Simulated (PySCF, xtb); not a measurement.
In(Cl)2(Et) (C2H5Cl2In), SMILES C[CH2][In]([Cl])[Cl]. Other conformers were not sampled.

Harmonic wavenumbers (cm⁻¹) from GFN2-xTB in xtb at its own minimum, in rising order: 28, 47, 71, 85, 198, 212, 275, 299, 406, 634, 904, 960, 1063, 1134, 1196, 1395, 1424, 1469, 1472, 2958, 2961, 2982, 2999, 3003.

Problem. What does PBE0-D3(BJ)/def2-SVP in PySCF give at its own minimum? (Estimate from the structure and the level; the computed values follow.)

Solution. 10, 56, 90, 100, 226, 238, 353, 375, 496, 647, 946, 969, 1066, 1191, 1239, 1397, 1437, 1468, 1472, 3051, 3085, 3138, 3143, 3162. Paired by order, the mean absolute difference is 51 cm⁻¹ and the zero-point energies are 40.3 and 42.0 kcal/mol.
